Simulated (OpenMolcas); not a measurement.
**Pd⁷⁺: input and output**

Input:

```
&GATEWAY
Coord
1

Pd 0.0 0.0 0.0
Basis=ANO-RCC-VTZP
Group=XYZ
NoMove
AngMom=0.0 0.0 0.0
AMFI
&SEWARD
* reference wave functions (RASSCF and RASSI steps not shown): 3 electrons in 5 orbitals (4d)
>>> COPY JOB001 $Project.JobIph
&CASPT2
Multistate=10 1 2 3 4 5 6 7 8 9 10
Frozen=3 6
IPEA=0.25
Imaginary=0.1
MaxIter=60
WThr=0.0 0.3 0.05
PrWF=0.5
NoMix
>>> COPY JOB002 $Project.JobIph
&CASPT2
Multistate=40 1 2 3 4 5 6 7 8 9 10 11 12 13 14 15 16 17 18 19 20 21 22
23 24 25 26 27 28 29 30 31 32 33 34 35 36 37 38 39 40
Frozen=3 6
IPEA=0.25
Imaginary=0.1
MaxIter=60
WThr=0.0 0.3 0.05
PrWF=0.5
NoMix
```

Launched by
```bash
OMP_NUM_THREADS=1 MOLCAS_MEM=1689 MOLCAS_PROJECT=a pymolcas a.inp > a.log  # once for each step of the input, in one work folder
```

Output, cut to the results:

```
--- CASPT2 ---
Orbital specifications:
      -----------------------

      Symmetry species                           1   2
                                                ag  au
      Frozen orbitals                            3   6
      Inactive orbitals                          6   3
      Active orbitals                            5   0
      Secondary orbitals                        22  23
      Deleted orbitals                           0   0
      Number of basis functions                 36  32
Type of calculation                        MS-CASPT2
      Fock operator                              state-specific
      IPEA shift                                 0.25
      Real shift                                 0.00
      Imaginary shift                            0.10
      The input orbitals will be transformed to quasi-canonical
Reference energy:       -5029.1362226050
      E2 (Non-variational):      -0.3497499117
      Shift correction:          -0.0000655546
      E2 (Variational):          -0.3498154663
      Total energy:           -5029.4860380713
      Residual norm:              0.0000006557
      Reference weight:           0.95819
      Contributions to the CASPT2 correlation energy
      Active & Virtual Only:         -0.0185806863
      One Inactive Excited:          -0.1485300697
      Two Inactive Excited:          -0.1826391557
Reference energy:       -5029.1362226050
      E2 (Non-variational):      -0.3505551478
      Shift correction:          -0.0000662481
      E2 (Variational):          -0.3506213959
      Total energy:           -5029.4868440009
      Residual norm:              0.0000007183
      Reference weight:           0.95794
      Contributions to the CASPT2 correlation energy
      Active & Virtual Only:         -0.0187081078
      One Inactive Excited:          -0.1489306221
      Two Inactive Excited:          -0.1829164179
::    CASPT2 Root  1     Total energy:  -5029.48603807
::    CASPT2 Root  2     Total energy:  -5029.48684400
::    CASPT2 Root  3     Total energy:  -5029.48485862
::    CASPT2 Root  4     Total energy:  -5029.48568232
::    CASPT2 Root  5     Total energy:  -5029.48588512
::    CASPT2 Root  6     Total energy:  -5029.48447328
::    CASPT2 Root  7     Total energy:  -5029.48604250
::    CASPT2 Root  8     Total energy:  -5029.42070011
::    CASPT2 Root  9     Total energy:  -5029.42070012
::    CASPT2 Root 10     Total energy:  -5029.42070014
::    MS-CASPT2 Root  1     Total energy:  -5029.48725896
::    MS-CASPT2 Root  2     Total energy:  -5029.48698642
::    MS-CASPT2 Root  3     Total energy:  -5029.48624717
::    MS-CASPT2 Root  4     Total energy:  -5029.48563111
::    MS-CASPT2 Root  5     Total energy:  -5029.48520224
::    MS-CASPT2 Root  6     Total energy:  -5029.48461803
::    MS-CASPT2 Root  7     Total energy:  -5029.48395689
::    MS-CASPT2 Root  8     Total energy:  -5029.42068895
::    MS-CASPT2 Root  9     Total energy:  -5029.42067815
::    MS-CASPT2 Root 10     Total energy:  -5029.42065638
--- CASPT2 ---
Orbital specifications:
      -----------------------

      Symmetry species                           1   2
                                                ag  au
      Frozen orbitals                            3   6
      Inactive orbitals                          6   3
      Active orbitals                            5   0
      Secondary orbitals                        22  23
      Deleted orbitals                           0   0
      Number of basis functions                 36  32
Type of calculation                        MS-CASPT2
      Fock operator                              state-specific
      IPEA shift                                 0.25
      Real shift                                 0.00
      Imaginary shift                            0.10
      The input orbitals will be transformed to quasi-canonical
Reference energy:       -5029.0500771101
      E2 (Non-variational):      -0.3608143083
      Shift correction:          -0.0000711590
      E2 (Variational):          -0.3608854673
      Total energy:           -5029.4109625773
      Residual norm:              0.0000004368
      Reference weight:           0.95600
      Contributions to the CASPT2 correlation energy
      Active & Virtual Only:         -0.0234789046
      One Inactive Excited:          -0.1527159954
      Two Inactive Excited:          -0.1846194083
Reference energy:       -5029.0500771101
      E2 (Non-variational):      -0.3609611732
      Shift correction:          -0.0000712190
      E2 (Variational):          -0.3610323922
      Total energy:           -5029.4111095022
      Residual norm:              0.0000004358
      Reference weight:           0.95596
      Contributions to the CASPT2 correlation energy
      Active & Virtual Only:         -0.0234835439
      One Inactive Excited:          -0.1528739639
      Two Inactive Excited:          -0.1846036654
::    CASPT2 Root  1     Total energy:  -5029.41096258
::    CASPT2 Root  2     Total energy:  -5029.41110950
::    CASPT2 Root  3     Total energy:  -5029.41123671
::    CASPT2 Root  4     Total energy:  -5029.41097155
::    CASPT2 Root  5     Total energy:  -5029.41100634
::    CASPT2 Root  6     Total energy:  -5029.41102233
::    CASPT2 Root  7     Total energy:  -5029.41115838
::    CASPT2 Root  8     Total energy:  -5029.41105728
::    CASPT2 Root  9     Total energy:  -5029.41097368
::    CASPT2 Root 10     Total energy:  -5029.38431325
::    CASPT2 Root 11     Total energy:  -5029.38399758
::    CASPT2 Root 12     Total energy:  -5029.38446162
::    CASPT2 Root 13     Total energy:  -5029.38471492
::    CASPT2 Root 14     Total energy:  -5029.38523348
::    CASPT2 Root 15     Total energy:  -5029.38534778
::    CASPT2 Root 16     Total energy:  -5029.38735954
::    CASPT2 Root 17     Total energy:  -5029.38450631
::    CASPT2 Root 18     Total energy:  -5029.38670960
::    CASPT2 Root 19     Total energy:  -5029.38635059
...
```

Levels above the lowest, from the spin-orbit matrix with the multistate effective Hamiltonian, averaged by term, added to it:

| Configuration | Term | J | E (eV) | g | Term weight % | Second |
| --- | --- | --- | --- | --- | --- | --- |
| 4d³ | ⁴F | 3/2 | 0.0000 | 0.415 | 96 | 4 ²D(1) |
| 4d³ | ⁴F | 5/2 | 0.308 | 1.031 | 99 |  |
| 4d³ | ⁴F | 7/2 | 0.659 | 1.233 | 98 |  |
| 4d³ | ⁴F | 9/2 | 1.015 | 1.320 | 94 | 6 ²G |
| 4d³ | ⁴P | 3/2 | 2.032 | 1.586 | 72 | 21 ²P |
| 4d³ | ⁴P | 1/2 | 2.097 | 2.447 | 89 | 11 ²P |
| 4d³ | ²G | 7/2 | 2.516 | 0.897 | 97 |  |
| 4d³ | ⁴P | 5/2 | 2.552 | 1.590 | 97 | 2 ²D(1) |
| 4d³ | ²G | 9/2 | 2.679 | 1.053 | 60 | 35 ²H |
| 4d³ | ²D(1) | 3/2 | 3.062 | 1.123 | 53 | 23 ⁴P |
| 4d³ | ²P | 1/2 | 3.239 | 0.889 | 89 | 11 ⁴P |
| 4d³ | ²H | 11/2 | 3.607 | 1.091 | 100 |  |
| 4d³ | ²H | 9/2 | 3.628 | 0.982 | 65 | 34 ²G |
| 4d³ | ²D(1) | 5/2 | 3.748 | 1.206 | 96 | 2 ⁴P |
| 4d³ | ²P | 3/2 | 4.045 | 1.144 | 57 | 37 ²D(1) |
| 4d³ | ²F | 7/2 | 5.118 | 1.141 | 99 |  |
| 4d³ | ²F | 5/2 | 5.190 | 0.868 | 97 | 3 ²D(2) |
| 4d³ | ²D(2) | 5/2 | 7.965 | 1.194 | 96 | 3 ²F |
| 4d³ | ²D(2) | 3/2 | 8.048 | 0.800 | 100 |  |

Term energies are means over components that CASPT2 splits; among the terms shown or strongly mixed into the levels shown the widest spread is 720 cm-1 (4d³ ⁴F). Only configurations of the active space appear.

The CASPT2 steps took 12 s on 1 thread of Arm Neoverse V2, on a shared host; the integral step is not counted.

The term weight is that of the spin-free term in the level, not the purity of its configuration. A number in round brackets counts repeated terms of one configuration in the order of the reference energies.
